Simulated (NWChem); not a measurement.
System: CH$_{2}$NO cation; SMILES N=C=[OH+]

NWChem input:

```
start job
memory heap 200 mb stack 900 mb global 1100 mb
charge 1
geometry units angstroms noautosym nocenter noautoz
  N     -0.030223     1.189583     0.000000
  C     -0.017029     0.042236     0.000000
  O     -0.119776    -1.188185     0.000000
  H     -0.038786     2.206435     0.000000
  H      0.701977    -1.725205     0.000000
end
basis spherical
  N library sadlej_pvtz
  C library sadlej_pvtz
  O library sadlej_pvtz
  H library sadlej_pvtz
end
dft
  xc pbe0
  iterations 150
end
property
  response 1 0.0428
end
task dft property
```

Output (shortened):

```
             Northwest Computational Chemistry Package (NWChem) 7.3.0
             --------------------------------------------------------

                             Geometry "geometry" -> ""
                             -------------------------

 Output coordinates in angstroms (scale by  1.889725989 to convert to a.u.)

  No.       Tag          Charge          X              Y              Z
 ---- ---------------- ---------- -------------- -------------- --------------
    1 N                    7.0000    -0.03022300     1.18958300     0.00000000
    2 C                    6.0000    -0.01702900     0.04223600     0.00000000
    3 O                    8.0000    -0.11977600    -1.18818500     0.00000000
    4 H                    1.0000    -0.03878600     2.20643500     0.00000000
    5 H                    1.0000     0.70197700    -1.72520500     0.00000000

 Effective nuclear repulsion energy (a.u.)      66.0938934296

                              NWChem Property Module
                              ----------------------

                                 NWChem DFT Module
                                 -----------------

 Summary of "ao basis" -> "ao basis" (spherical)
 ------------------------------------------------------------------------------
       Tag                 Description            Shells   Functions and Types
 ---------------- ------------------------------  ------  ---------------------
 N                        sadlej pvtz               10       24   5s3p2d
 C                        sadlej pvtz               10       24   5s3p2d
 O                        sadlej pvtz               10       24   5s3p2d
 H                        sadlej pvtz                5        9   3s2p

            General Information
            -------------------
          SCF calculation type: DFT
          Wavefunction type:  closed shell.
          No. of atoms     :     5
          No. of electrons :    22
           Alpha electrons :    11
            Beta electrons :    11
          Charge           :     1
          Spin multiplicity:     1
          Use of symmetry is: off; symmetry adaption is: off
          Maximum number of iterations: 150
          AO basis - number of functions:    90
                     number of shells:    40
          Convergence on energy requested:  1.00D-06
          Convergence on density requested:  1.00D-05
          Convergence on gradient requested:  5.00D-04

              XC Information
              --------------
                         PBE0 Method XC Functional
                     Hartree-Fock (Exact) Exchange  0.250
          PerdewBurkeErnzerhof Exchange Functional  0.750
            Perdew 1991 LDA Correlation Functional  1.000 local
           PerdewBurkeErnz. Correlation Functional  1.000 non-local

             Grid Information
             ----------------
          Grid used for XC integration:  medium
          Radial quadrature: Mura-Knowles
          Angular quadrature: Lebedev.
          Tag              B.-S. Rad. Rad. Pts. Rad. Cut. Ang. Pts.
          ---              ---------- --------- --------- ---------
          N                   0.65       49          13.0       434
          C                   0.70       49          13.0       434
          O                   0.60       49          14.0       434
          H                   0.35       45          15.0       434
          Grid pruning is: on
          Number of quadrature shells:   237
          Spatial weights used:  Erf1

      Superposition of Atomic Density Guess
      -------------------------------------

 Sum of atomic energies:        -167.75512622

 Renormalizing density from      23.00 to     22

      Non-variational initial energy
      ------------------------------

 Total energy =    -164.200528
 1-e energy   =    -342.696909
 2-e energy   =     112.402488
 HOMO         =      -0.839448
 LUMO         =      -0.335207

   convergence    iter        energy       DeltaE   RMS-Dens  Diis-err
 ---------------- ----- ----------------- --------- --------- ---------
 d= 0,ls=0.0,diis     1   -168.6667014196 -2.35D+02  1.71D-02  1.51D+00
 d= 0,ls=0.0,diis     2   -168.5857786160  8.09D-02  9.46D-03  2.27D+00
 d= 0,ls=0.0,diis     3   -168.7879176371 -2.02D-01  2.73D-03  7.88D-02
 d= 0,ls=0.0,diis     4   -168.7940209799 -6.10D-03  1.08D-03  2.67D-02
 d= 0,ls=0.0,diis     5   -168.7966796477 -2.66D-03  3.51D-04  1.56D-03
  Resetting Diis
 d= 0,ls=0.0,diis     6   -168.7968486534 -1.69D-04  3.98D-05  1.42D-05
 d= 0,ls=0.0,diis     7   -168.7968502042 -1.55D-06  8.44D-06  3.35D-07
 d= 0,ls=0.0,diis     8   -168.7968501991  5.19D-09  4.82D-06  4.14D-07

         Total DFT energy =     -168.796850199058
      One electron energy =     -353.326414315602
           Coulomb energy =      139.591261468607
    Exchange-Corr. energy =      -21.155590781698
 Nuclear repulsion energy =       66.093893429635

 Numeric. integr. density =       21.999997992656

                       DFT Final Molecular Orbital Analysis
                       ------------------------------------

 Vector    9  Occ=2.000000D+00  E=-7.741482D-01
              MO Center= -5.8D-02, -4.2D-01, -3.1D-11, r^2= 1.3D+00
   Bfn.  Coefficient  Atom+Function         Bfn.  Coefficient  Atom+Function
  ----- ------------  ---------------      ----- ------------  ---------------
    56      0.527687  3 O  pz                32      0.428180  2 C  pz
     8      0.274678  1 N  pz                59      0.182766  3 O  pz
    11      0.079971  1 N  pz                35      0.063419  2 C  pz
    62      0.029774  3 O  pz                81     -0.029204  4 H  pz
    87      0.027364  5 H  pz

 Vector   10  Occ=2.000000D+00  E=-6.555998D-01
              MO Center= -7.0D-02,  3.8D-01, -3.5D-11, r^2= 1.7D+00
   Bfn.  Coefficient  Atom+Function         Bfn.  Coefficient  Atom+Function
  ----- ------------  ---------------      ----- ------------  ---------------
     6      0.544213  1 N  px                54     -0.340033  3 O  px
    30      0.334786  2 C  px                53      0.225672  3 O  s
    82     -0.176707  5 H  s                  9      0.169316  1 N  px
    83     -0.169828  5 H  s                 52      0.167899  3 O  s
    33      0.104160  2 C  px                57     -0.096676  3 O  px

 Vector   11  Occ=2.000000D+00  E=-6.295323D-01
              MO Center= -5.0D-02,  2.2D-01,  8.4D-11, r^2= 1.9D+00
   Bfn.  Coefficient  Atom+Function         Bfn.  Coefficient  Atom+Function
  ----- ------------  ---------------      ----- ------------  ---------------
     8      0.534514  1 N  pz                56     -0.481407  3 O  pz
    32      0.220654  2 C  pz                59     -0.206656  3 O  pz
    11      0.181553  1 N  pz                40      0.082427  2 C  d -1
    35      0.079477  2 C  pz                62     -0.035941  3 O  pz
    14      0.031204  1 N  pz                87     -0.029562  5 H  pz

 Vector   12  Occ=0.000000D+00  E=-2.553806D-01
              MO Center=  8.1D-02,  2.0D-01,  1.1D-12, r^2= 2.3D+00
   Bfn.  Coefficient  Atom+Function         Bfn.  Coefficient  Atom+Function
  ----- ------------  ---------------      ----- ------------  ---------------
    30      0.654998  2 C  px                 6     -0.451297  1 N  px
    33      0.398046  2 C  px                 9     -0.335005  1 N  px
    82     -0.290657  5 H  s                 83     -0.225575  5 H  s
    12     -0.182550  1 N  px                52      0.148960  3 O  s
    54     -0.141243  3 O  px                55     -0.122097  3 O  py

 Vector   13  Occ=0.000000D+00  E=-2.239522D-01
              MO Center=  5.5D-01, -6.2D-01,  4.9D-08, r^2= 4.7D+00
   Bfn.  Coefficient  Atom+Function         Bfn.  Coefficient  Atom+Function
  ----- ------------  ---------------      ----- ------------  ---------------
    52      0.368352  3 O  s                 29     -0.277288  2 C  s
     4      0.257383  1 N  s                 83     -0.227292  5 H  s
    51      0.224500  3 O  s                 54      0.222042  3 O  px
    28     -0.186623  2 C  s                  3      0.185179  1 N  s
    84     -0.182943  5 H  s                 82     -0.166660  5 H  s

 Vector   14  Occ=0.000000D+00  E=-2.236390D-01
              MO Center= -2.4D-02,  3.5D-01, -4.9D-08, r^2= 1.9D+00
   Bfn.  Coefficient  Atom+Function         Bfn.  Coefficient  Atom+Function
  ----- ------------  ---------------      ----- ------------  ---------------
    32      0.695347  2 C  pz                35      0.463227  2 C  pz
     8     -0.439865  1 N  pz                11     -0.341141  1 N  pz
    56     -0.327766  3 O  pz                59     -0.225774  3 O  pz
    14     -0.176470  1 N  pz                62     -0.111972  3 O  pz
    38      0.111157  2 C  pz                21     -0.057919  1 N  d -1

     Multipole analysis of the density
     ---------------------------------

     L   x y z        total         alpha         beta         nuclear
     -   - - -        -----         -----         ----         -------
     0   0 0 0      1.000000    -11.000000    -11.000000     23.000000

     1   1 0 0      0.582293      0.866334      0.866334     -1.150374
     1   0 1 0      0.310425      0.574498      0.574498     -0.838572
     1   0 0 1     -0.000000     -0.000000     -0.000000      0.000000

[...]

 DFT Linear Response polarizability / au
 Frequency  =       0.0428000 / au
 Wavelength =    1064.5643224 / nm
              X              Y              Z
 -----------------------------------------------
 X      13.3474419     -0.7964932     -0.0000000
 Y      -0.7964844     30.7058673      0.0000000
 Z      -0.0000000      0.0000000     12.5549804
 -----------------------------------------------
 Eigenvalues =      13.3109714     30.7423379     12.5549804
 Isotropic   =      18.8694299
 Anisotropic =      17.8213921
 -----------------------------------------------

 Magnetic Dipole Response Matrix (nonzero elements):

 Exiting AOResponse driver routine
```

Level: PBE0/Sadlej pVTZ. Structure relaxed at the PBE0/def2-SVP level.
